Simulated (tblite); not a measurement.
F5Nb, charge +1, doublet, at a GFN2-xTB geometry (such geometries of metal compounds can be far from the true shape) (the multiplicity is a formal guess); GFN1-xTB (tblite).

Input for tblite:
```
$ tblite run mol.xyz --method gfn1 --charge 1 --spin 1 --efield 0,0,0.1 --json tblite.json --no-restart

# file mol.xyz
6

Nb     0.00000000    -0.00000000     0.00000000
F      1.47391396    -0.91144717    -0.52850996
F     -0.32893565     0.24552260     1.76465325
F     -1.14497831     0.66592457    -1.23614328
F     -0.95251155    -1.56350580     0.03998576
F      0.95251155     1.56350580    -0.03998576
```

What the program printed (banner, timings and long lists left out):

```
xTB calculator
 | screened Coulomb repulsion
 | Coulomb electrostatics
 |  * isotropic Klopman-Ohno-Mataga-Nishimoto electrostatics
 |  * onsite third-order electrostatics
 | DFT-D3(BJ) dispersion correction
 | Interactions (1)
 | [1] electric field

halogen bonding energy    0.0000000000000E+00 Eh
repulsion energy          2.9295460454463E-02 Eh
dispersion energy        -1.3895856011324E-03 Eh
interaction energy        0.0000000000000E+00 Eh
number of electrons       3.9000000000000E+01 e
integral cutoff           4.0000000000000E+01 bohr

------------------------------------------------------------
  cycle        total energy    energy error   density error
------------------------------------------------------------
      1     -26.34688846629  -2.6374794E+01   7.2433103E-01
      2     -26.96960263730  -6.2271417E-01   3.1915624E-01
      3     -26.55235703444   4.1724560E-01   4.1653297E-01
      4     -27.09397241589  -5.4161538E-01   1.6554629E-01
      5     -27.08853084253   5.4415734E-03   1.3733047E-01
      6     -27.09596025834  -7.4294158E-03   1.4076263E-01
      7     -27.05548834377   4.0471915E-02   1.5247881E-01
      8     -27.00555969237   4.9928651E-02   1.5968661E-01
      9     -27.14469828588  -1.3913859E-01   7.9920599E-02
     10     -27.14124664929   3.4516366E-03   8.3431446E-02
     11     -27.13319480094   8.0518483E-03   8.5964041E-02
     12     -27.15640931719  -2.3214516E-02   6.7695361E-02
     13     -27.16999383264  -1.3584515E-02   4.9142897E-02
     14     -27.17438017584  -4.3863432E-03   4.1764951E-02
     15     -27.17481942965  -4.3925382E-04   3.9520453E-02
     16     -27.17615291174  -1.3334821E-03   3.6945057E-02
     17     -27.18052281000  -4.3698983E-03   2.7043481E-02
     18     -27.18277088019  -2.2480702E-03   2.0343478E-02
     19     -27.18416590385  -1.3950237E-03   1.4742534E-02
     20     -27.18526358130  -1.0976774E-03   7.8897732E-03
     21     -27.18557741793  -3.1383662E-04   4.1005964E-03
     22     -27.18567882998  -1.0141206E-04   1.5078686E-03
     23     -27.18569350317  -1.4673188E-05   4.2116816E-04
     24     -27.18569431575  -8.1257967E-07   2.3933784E-04
     25     -27.18569471683  -4.0108304E-07   4.5249641E-05
     26     -27.18569472547  -8.6362313E-09   2.8993590E-05
     27     -27.18569473067  -5.2025619E-09   8.3893793E-06
------------------------------------------------------------

electronic energy        -2.7213600605524E+01 Eh
total energy             -2.7185694730671E+01 Eh

Post processing:
 | Mayer-Wiberg bond orders

[Info] JSON dump of results written to 'tblite.json'
```
